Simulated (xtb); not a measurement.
H$_{6}$AlO$_{2}$Si$_{2}$ (SMILES [SiH3][O][Al+][O][SiH3]), charge +1, singlet, geometry from GFN2-xTB (such geometries of metal compounds can be far from the true shape). Base run: GFN2-xTB in xtb.

Geometry (Å):
```xyz
11

Al     0.0000     0.0000     0.0000
O     -1.3508     0.1685     0.8624
Si    -2.8184     0.3515     1.7995
H     -2.6094    -0.6480     2.8436
H     -3.8317     0.0402     0.7949
H     -2.7161     1.7498     2.2082
O      1.3508    -0.1685    -0.8624
Si     2.8184    -0.3515    -1.7995
H      2.3719    -1.2735    -2.8404
H      3.7258    -0.8968    -0.7935
H      3.0596     1.0283    -2.2129
```
Charge +1, spin multiplicity 1.
All else is at xtb's defaults.
Base energy -15.49521 Eh.

Variants of this job, named by their change:

| change | ΔE vs base (kcal/mol) | HOMO-LUMO gap (eV) | G_solv (kcal/mol) | SCF cycles |
|---|---|---|---|---|
| base | 0.000 | 1.32 | - | 12 |
| acc = 1000 | 0.033 | 1.36 | - | 6 |
| alpb = thf | -32.29 | 1.27 | -32.43 | 13 |
| acc = 30 | 0.000 | 1.32 | - | 10 |
| file = coord | 0.000 | 1.32 | - | 12 |
| gbsa = methanol | -35.67 | 1.25 | -35.95 | 13 |
| alpb = methanol | -35.24 | 1.26 | -35.43 | 13 |
| acc = 0.0001 | 0.000 | 1.32 | - | 19 |

ALPB and GBSA are two models with their own fitted parameters for each solvent, which aren't always the measured dielectric constant.
